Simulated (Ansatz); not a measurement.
Reaction (silylene formation by 1,1-elimination): `OC#CC[SiH3]` → `CC#CO` + `[SiH2]`

Program: Ansatz. Geometries: PBE0-D4/def2-TZVP. ΔE: electronic, gas phase. CCSD(T)/CBS adds triple-zeta CCSD(T) − MP2 to the extrapolated MP2 energy (def2 sets, frozen cores). This one scheme is used for every species. One conformer a species, not always the lowest.

| species | CCSD(T)/def2-TZVPP energy (Eh) |
| --- | --- |
| `OC#CC[SiH3]` | -481.80623 |
| `CC#CO` | -191.55350 |
| `[SiH2]` | -290.16703 |

Task: Work out ΔE.

Result: ΔE = (-191.55350) + (-290.16703) − (-481.80623) = 0.08570 Eh = +2.33 eV. CCSD(T)/CBS gives +2.40 eV.

Largest T1 diagnostic among the species: 0.014.

Leaving LDA and LC-ωPBE aside and taking each functional with its dispersion term where it has one, the values, not all of them listed here, spread over 0.37 eV, from BLYP-D4 to r2SCAN0-D4. LDA lies +0.37 eV from PBE without D4. From PBE to PBE0 (25 % exact exchange), in def2-TZVPP and without D4, ΔE moves by +0.09 eV. At CCSD(T), def2-SVP lies −0.18 eV from the extrapolated value and def2-TZVPP −0.06 eV.
